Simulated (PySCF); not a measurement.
# Electron correlation in As (arsenic, neutral)

[Ar] 3d10 4s1 4p3 4d1, high-spin 6D determinant (an excited configuration). Computed with PySCF 2.14 in aug-cc-pVTZ-DK, with scalar relativity by spin-free X2C-1e. Frozen: [Ar] 3d10; 5 electrons correlated.

MP2 pair energies summed by pair of shells (mhartree):

```json
{"pair": "4p-4p", "energy": "-13.57", "share (%)": "54.1"}
{"pair": "4p-4d", "energy": "-7.42", "share (%)": "29.6"}
{"pair": "4s-4p", "energy": "-3.41", "share (%)": "13.6"}
{"pair": "4s-4d", "energy": "-0.68", "share (%)": "2.7"}
```

Total MP2 correlation energy: -25.08 mhartree.

Same-spin part -25.08 and opposite-spin part 0.00 mhartree; SCS-MP2 scales them by 1/3 and 6/5 to -8.36 mhartree.
